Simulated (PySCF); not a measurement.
H3F2NOSi, singlet, geometry from GFN2-xTB; M062X/6-31G, TDA (PySCF).

The PySCF input:
```python
from pyscf import gto, scf, dft, tdscf

mol = gto.M(
    atom='''
N     1.694964   -0.127506    0.066735
Si    0.005981    0.024610    0.001410
O    -0.551496    1.532557    0.048215
F    -0.636562   -0.816800    1.196064
F    -0.527303   -0.700747   -1.316649
H     2.246062    0.134659   -0.732021
H     2.177530    0.082017    0.923296
H    -1.485325    1.728793    0.021384
''',
    basis='6-31g',
    charge=0,
    spin=0,
    verbose=4,
)

mf = dft.RKS(mol)
mf.xc = 'm062x'
mf.kernel()
td = mf.TDA()
td.nstates = 5
td.kernel()
td.analyze()
```

It wrote (shortened):

```
PySCF version 2.14.0

[INPUT] verbose = 4
[INPUT] num. atoms = 8
[INPUT] num. electrons = 50
[INPUT] charge = 0
[INPUT] spin (= nelec alpha-beta = 2S) = 0
[INPUT] symmetry False subgroup None
[INPUT] Mole.unit = angstrom
[INPUT] Symbol           X                Y                Z      unit          X                Y                Z       unit  Magmom
[INPUT]  1 N      1.694964000000  -0.127506000000   0.066735000000 AA    3.203017750997  -0.240951419239   0.126110872923 Bohr   0.0
[INPUT]  2 Si     0.005981000000   0.024610000000   0.001410000000 AA    0.011302451951   0.046506159926   0.002664513836 Bohr   0.0
[INPUT]  3 O     -0.551496000000   1.532557000000   0.048215000000 AA   -1.042176398793   2.896113000285   0.091113145096 Bohr   0.0
[INPUT]  4 F     -0.636562000000  -0.816800000000   1.196064000000 AA   -1.202927841305  -1.543528298545   2.260233387452 Bohr   0.0
[INPUT]  5 F     -0.527303000000  -0.700747000000  -1.316649000000 AA   -0.996458254662  -1.324219912611  -2.488106012182 Bohr   0.0
[INPUT]  6 H      2.246062000000   0.134659000000  -0.732021000000 AA    4.244442038793   0.254468630208  -1.383319207430 Bohr   0.0
[INPUT]  7 H      2.177530000000   0.082017000000   0.923296000000 AA    4.114935328024   0.154989667558   1.744776571906 Bohr   0.0
[INPUT]  8 H     -1.485325000000   1.728793000000   0.021384000000 AA   -2.806857455970   3.266945296065   0.040409903448 Bohr   0.0

nuclear repulsion = 267.262979810628
number of shells = 33
number of NR pGTOs = 146
number of NR cGTOs = 55
basis = 6-31g
ecp = {}

******** <class 'pyscf.dft.rks.RKS'> ********
method = RKS
initial guess = minao
damping factor = 0
level_shift factor = 0
DIIS = <class 'pyscf.scf.diis.CDIIS'>
diis_start_cycle = 1
diis_space = 8
diis_damp = 0
SCF conv_tol = 1e-09
SCF conv_tol_grad = None
SCF max_cycles = 50
direct_scf = True
direct_scf_tol = 1e-13
XC library pyscf.dft.libxc version 7.1.2
    S. Lehtola, C. Steigemann, M. J. T. Oliveira, and M. A. L. Marques,  SoftwareX 7, 1–5 (2018)
XC functionals = m062x
    Y. Zhao and D. G. Truhlar,  Theor. Chem. Acc. 120, 215 (2008)
    Y. Zhao and D. G. Truhlar,  Theor. Chem. Acc. 120, 215 (2008)
radial grids:
    Treutler-Ahlrichs [JCP 102, 346 (1995); DOI:10.1063/1.469408] (M4) radial grids

becke partition: Becke, JCP 88, 2547 (1988); DOI:10.1063/1.454033
pruning grids: <function nwchem_prune>
grids dens level: 3
symmetrized grids: False
atomic radii adjust function: <function treutler_atomic_radii_adjust>
small_rho_cutoff = 0
Set gradient conv threshold to 3.16228e-05
Initial guess from minao.
tot grids = 105112
init E= -621.477906296551
  HOMO = -0.335578950831894  LUMO = -0.00364541458081069  gap/eV = 9.03237
cycle= 1 E= -620.697291999898  delta_E= 0.781  |g|= 0.834  |ddm|=  2.6
  HOMO = -0.326450659138153  LUMO = 0.0677572497608154  gap/eV = 10.72694
cycle= 2 E= -620.71046072416  delta_E= -0.0132  |g|= 0.862  |ddm|= 1.31
  HOMO = -0.360973880198446  LUMO = 0.0483337876245713  gap/eV = 11.13783
cycle= 3 E= -620.833328929615  delta_E= -0.123  |g|= 0.0344  |ddm|= 0.568
  HOMO = -0.365120002478364  LUMO = 0.0542548146630861  gap/eV = 11.41177
cycle= 4 E= -620.833431781706  delta_E= -0.000103  |g|= 0.0298  |ddm|= 0.0474
  HOMO = -0.360754921620165  LUMO = 0.0547258441669416  gap/eV = 11.30581
cycle= 5 E= -620.833603560912  delta_E= -0.000172  |g|= 0.00186  |ddm|= 0.0201
  HOMO = -0.360750233588417  LUMO = 0.0545878784987415  gap/eV = 11.30193
cycle= 6 E= -620.833604802636  delta_E= -1.24e-06  |g|= 0.000828  |ddm|= 0.00371
  HOMO = -0.360900475677897  LUMO = 0.0545674550827089  gap/eV = 11.30546
cycle= 7 E= -620.833604941443  delta_E= -1.39e-07  |g|= 0.000377  |ddm|= 0.000954
  HOMO = -0.360834258666041  LUMO = 0.054590215912532  gap/eV = 11.30428
cycle= 8 E= -620.833604972467  delta_E= -3.1e-08  |g|= 3.07e-05  |ddm|= 0.000375
  HOMO = -0.360840152210243  LUMO = 0.0545890715111406  gap/eV = 11.30440
cycle= 9 E= -620.833604973163  delta_E= -6.96e-10  |g|= 3.68e-06  |ddm|= 0.000107
  HOMO = -0.36083879653175  LUMO = 0.0545894965629383  gap/eV = 11.30438
Extra cycle  E= -620.833604973167  delta_E= -3.87e-12  |g|= 2.18e-06  |ddm|= 9.7e-06
converged SCF energy = -620.833604973167

******** <class 'pyscf.tdscf.rks.TDA'> for <class 'pyscf.dft.rks.RKS'> ********
nstates = 5 singlet
deg_eia_thresh = 1.000e-03
wfnsym = None
conv_tol = 1e-05
eigh lindep = 1e-12
eigh level_shift = 0
eigh max_cycle = 100

Excitation energies (eV)
[7.77707077 9.35789632 9.36618005 9.61105931 9.98313575]

** Singlet excitation energies and oscillator strengths **
Excited State   1:      7.77707 eV    159.42 nm  f=0.0503
      25 -> 26        0.63215
      25 -> 27       -0.30790
Excited State   2:      9.35790 eV    132.49 nm  f=0.0352
      24 -> 26       -0.64980
      24 -> 27       -0.23812
Excited State   3:      9.36618 eV    132.37 nm  f=0.0000
      25 -> 28        0.59412
      25 -> 30       -0.37128
Excited State   4:      9.61106 eV    129.00 nm  f=0.0335
      23 -> 26        0.16696
      25 -> 26       -0.26863
      25 -> 27       -0.58125
      25 -> 32       -0.18627
Excited State   5:      9.98314 eV    124.19 nm  f=0.0544
      23 -> 26       -0.62979
      23 -> 27       -0.19862
      25 -> 27       -0.13966

** Transition electric dipole moments (AU) **
state          X           Y           Z        Dip. S.      Osc.
  1        -0.2025      0.4720      0.0071      0.2639      0.0503
  2         0.0168      0.0189     -0.3908      0.1534      0.0352
  3         0.0003     -0.0036     -0.0031      0.0000      0.0000
  4         0.3684      0.0785      0.0194      0.1422      0.0335
  5        -0.1384     -0.4501     -0.0245      0.2223      0.0544

** Transition velocity dipole moments (imaginary part, AU) **
state          X           Y           Z        Dip. S.      Osc.
  1        -0.0425      0.1473      0.0030      0.0235      0.0549
  2         0.0061      0.0073     -0.1441      0.0209      0.0404
  3         0.0022      0.0011     -0.0557      0.0031      0.0060
  4         0.1134      0.0979      0.0082      0.0225      0.0425
  5        -0.0553     -0.1542     -0.0088      0.0269      0.0489

** Transition magnetic dipole moments (imaginary part, AU) **
state          X           Y           Z
  1         0.0297      0.0239     -0.7437
  2         0.5915      0.3597      0.0390
  3        -0.3462     -0.1853     -0.0165
  4        -0.0075     -0.0096      0.0883
  5         0.0285      0.0353     -0.7584
```
